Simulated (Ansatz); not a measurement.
`FC[SiH2][SnH3]` at its PBE0-D4/def2-TZVP geometry, where that method's forces vanish. Total charge 0; spin multiplicity 1. Sn takes the def2 core potential.

```xyz
11

F     0.5075    1.5816    1.5310
C    -0.7103    1.3967    0.8838
Si   -0.4496    0.4538   -0.7468
Sn    0.9487   -1.6472   -0.3085
H    -1.1561    2.3819    0.7120
H    -1.3722    0.8392    1.5545
H     0.2250    1.3360   -1.7367
H    -1.7968    0.0973   -1.2735
H     0.2992   -2.5159    1.0113
H     2.5679   -1.2502    0.0474
H     0.9368   -2.6731   -1.6744
```

Task: What forces (eV/Å) does B3LYP-D4/def2-TZVPP give on these atoms in the Gaussian-basis code of Ansatz? (Best estimate.)

Result: The calculation gave: 
```
F1   0.373  0.057  0.204
C2  -0.451 -0.004 -0.140
Si3 -0.091  0.084 -0.183
Sn4  0.030 -0.029  0.011
H5   0.022 -0.053  0.031
H6   0.036  0.046 -0.026
H7  -0.044 -0.049  0.060
H8   0.078  0.027  0.030
H9  -0.019 -0.038  0.047
H10  0.062  0.004  0.013
H11  0.004 -0.044 -0.047
```

B3LYP here is the variant with VWN-RPA as its local correlation; programs differ in this.
